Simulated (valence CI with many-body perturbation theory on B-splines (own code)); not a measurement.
E1 line list for Au LXVII

Level of theory: relativistic CI+MBPT: three valence electrons over a frozen Dirac-Fock core [Ne], a basis of 11 s, 11 p, 9 d, 7 f, 5 g, 2 h, 1 i functions for each j, with the one-electron correlation potential Σ1 (screened to all orders), the two-electron term Σ2, the three-electron term Σ3, Breit, model QED; selected single and double excitations, second order for the rest (own B-spline code, finite nucleus).

The last digits are not significant, and no measured levels were compared; by estimate large intervals hold to a few tenths of a per cent, small ones and those within an open d or f shell to about a per cent.

Lines 51 to 100 of 275 in falling wavelength, among levels below 1825.8 eV, chosen from the strongest by gf and those to the six lowest levels. Wavelengths and rates use the calculated energies. Electric multipoles are in the length gauge, E1 and E2 with the static RPA response of the core. Weak lines are less certain than strong ones. Lines between different terms over intervals too small for the method are left out, as are lines whose strength nearly cancels. The highest levels of a list are the least certain.

Levels are named by their leading jj configuration (3d3/2^4 stands for four electrons in 3d with j = 3/2), which in mixed levels can hold well under half, so a name can repeat and another be missing. Letters in brackets count levels of one name in rising energy.

```csv
λ vac (nm),Upper,Lower,A (s⁻¹),S (a.u.)
5.069,(3s 3p1/2 3d3/2) J=3/2 [c],(3s 3p1/2 3p3/2) J=3/2 [b],4.15e+09,1.07e-03
4.984,(3s 3p1/2 3d3/2) J=5/2,(3s 3p1/2 3p3/2) J=3/2 [a],6.39e+07,2.34e-05
4.860,(3s^2 3d3/2) J=3/2,(3s^2 3p3/2) J=3/2,1.93e+08,4.39e-05
4.652,(3s 3p1/2 3d3/2) J=3/2 [c],(3s 3p1/2 3p3/2) J=5/2,4.50e+09,8.95e-04
4.461,(3s 3p1/2 3d3/2) J=1/2,(3s 3p1/2 3p3/2) J=3/2 [a],6.59e+09,5.78e-04
4.327,(3s 3p1/2 3d3/2) J=3/2 [c],(3s 3p1/2 3p3/2) J=3/2 [a],2.75e+09,4.40e-04
3.987,(3s^2 3p3/2) J=3/2,(3s 3p1/2^2) J=1/2,7.67e+08,9.60e-05
3.944,(3s 3p3/2 3d5/2) J=3/2 [a],(3s 3p3/2^2) J=3/2,1.04e+11,1.25e-02
3.900,(3s 3p1/2 3d5/2) J=5/2 [a],(3s 3p1/2 3p3/2) J=3/2 [b],2.38e+09,4.17e-04
3.748,(3s 3d3/2 3d5/2) J=3/2 [b],(3s 3p3/2 3d3/2) J=1/2 [b],1.06e+11,1.10e-02
3.743,(3s 3d3/2 3d5/2) J=5/2 [b],(3s 3p3/2 3d3/2) J=5/2 [b],8.78e+10,1.36e-02
3.741,(3s 3d3/2 3d5/2) J=7/2 [b],(3s 3p3/2 3d3/2) J=5/2 [b],2.82e+11,5.84e-02
3.678,(3p1/2 3p3/2 3d5/2) J=3/2 [a],(3p1/2 3p3/2^2) J=3/2,1.60e+11,1.57e-02
3.666,(3s 3p1/2 3d5/2) J=3/2,(3s 3p1/2 3p3/2) J=1/2,2.69e+11,2.62e-02
3.648,(3s 3p1/2 3d5/2) J=5/2 [a],(3s 3p1/2 3p3/2) J=5/2,1.17e+10,1.68e-03
3.635,(3s 3d3/2 3d5/2) J=1/2,(3s 3p3/2 3d3/2) J=1/2 [b],3.09e+11,1.46e-02
3.603,(3s 3d3/2 3d5/2) J=5/2 [b],(3s 3p3/2 3d3/2) J=3/2 [b],1.97e+11,2.74e-02
3.594,(3s 3p1/2 3d5/2) J=5/2 [b],(3s 3p1/2 3p3/2) J=3/2 [b],2.15e+11,2.96e-02
3.569,(3p1/2^2 3d5/2) J=5/2,(3s 3p1/2 3d3/2) J=3/2 [b],9.93e+10,1.34e-02
3.568,(3p1/2 3p3/2 3d5/2) J=5/2 [a],(3p1/2 3p3/2^2) J=5/2,1.72e+11,2.31e-02
3.556,(3s 3p3/2 3d5/2) J=1/2,(3s 3p3/2^2) J=1/2,4.67e+11,2.07e-02
3.547,(3p1/2 3p3/2 3d5/2) J=1/2,(3p1/2 3p3/2^2) J=1/2,3.84e+11,1.69e-02
3.545,(3s 3p1/2 3d5/2) J=3/2,(3s 3p1/2 3p3/2) J=3/2 [b],8.33e+10,7.33e-03
3.545,(3s 3p3/2 3d5/2) J=5/2 [a],(3s 3p3/2^2) J=5/2,2.89e+11,3.82e-02
3.539,(3s 3d3/2 3d5/2) J=3/2 [b],(3s 3p3/2 3d3/2) J=3/2 [b],2.01e+11,1.76e-02
3.523,(3s 3d3/2 3d5/2) J=7/2 [a],(3s 3p3/2 3d3/2) J=5/2 [a],3.36e+11,5.80e-02
3.504,(3p1/2 3p3/2 3d5/2) J=3/2 [b],(3p1/2 3p3/2^2) J=1/2,2.50e+11,2.12e-02
3.487,(3s 3p3/2 3d5/2) J=5/2 [b],(3s 3p3/2^2) J=3/2,6.73e+11,8.45e-02
3.484,(3s^2 3d5/2) J=5/2,(3s^2 3p3/2) J=3/2,3.91e+11,4.90e-02
3.483,(3s 3p1/2 3d5/2) J=7/2,(3s 3p1/2 3p3/2) J=5/2,2.68e+11,4.47e-02
3.476,(3p1/2 3p3/2 3d5/2) J=5/2 [b],(3p1/2 3p3/2^2) J=3/2,5.99e+11,7.45e-02
3.460,(3s 3d3/2 3d5/2) J=5/2 [a],(3s 3p3/2 3d3/2) J=3/2 [a],3.22e+11,3.95e-02
3.457,(3s 3p3/2 3d5/2) J=7/2 [a],(3s 3p3/2^2) J=5/2,4.15e+11,6.76e-02
3.445,(3s 3p1/2 3d5/2) J=5/2 [a],(3s 3p1/2 3p3/2) J=3/2 [a],3.59e+11,4.35e-02
3.441,(3p1/2 3p3/2 3d5/2) J=7/2 [b],(3p1/2 3p3/2^2) J=5/2,4.65e+11,7.48e-02
3.436,(3s 3p3/2 3d5/2) J=3/2 [b],(3s 3p3/2^2) J=1/2,3.27e+11,2.62e-02
3.431,(3p1/2^2 3d5/2) J=5/2,(3s 3p1/2 3d3/2) J=3/2 [a],1.40e+11,1.68e-02
3.418,(3p1/2 3p3/2 3d5/2) J=5/2 [b],(3p1/2 3p3/2^2) J=5/2,5.46e+10,6.46e-03
3.417,(3s 3p3/2 3d5/2) J=3/2 [a],(3s 3p3/2^2) J=5/2,8.99e+10,7.08e-03
3.415,(3s 3d3/2 3d5/2) J=3/2 [a],(3s 3p3/2 3d3/2) J=1/2 [a],2.97e+11,2.34e-02
3.395,(3s 3d3/2 3d5/2) J=3/2 [a],(3s 3p3/2 3d3/2) J=3/2 [a],9.62e+10,7.43e-03
3.379,(3s 3p1/2 3d5/2) J=5/2 [b],(3s 3p1/2 3p3/2) J=5/2,8.92e+10,1.02e-02
3.373,(3s 3d3/2 3d5/2) J=9/2,(3s 3p3/2 3d3/2) J=7/2,4.30e+11,8.15e-02
3.336,(3s 3p1/2 3d5/2) J=3/2,(3s 3p1/2 3p3/2) J=5/2,2.09e+10,1.53e-03
3.300,(3s 3d3/2 3d5/2) J=7/2 [b],(3s 3p3/2 3d3/2) J=7/2,7.98e+10,1.13e-02
3.286,(3s 3d3/2 3d5/2) J=5/2 [b],(3s 3p3/2 3d3/2) J=5/2 [a],9.61e+10,1.01e-02
3.261,(3s 3p3/2 3d5/2) J=7/2 [b],(3s 3p3/2^2) J=5/2,2.82e+11,3.87e-02
3.204,(3s 3p1/2 3d5/2) J=5/2 [b],(3s 3p1/2 3p3/2) J=3/2 [a],6.00e+09,5.85e-04
3.165,(3s 3p1/2 3d5/2) J=3/2,(3s 3p1/2 3p3/2) J=3/2 [a],5.62e+10,3.52e-03
2.034,(3p1/2^2 3d3/2) J=3/2,(3s^2 3p3/2) J=3/2,1.99e+09,3.31e-05
```
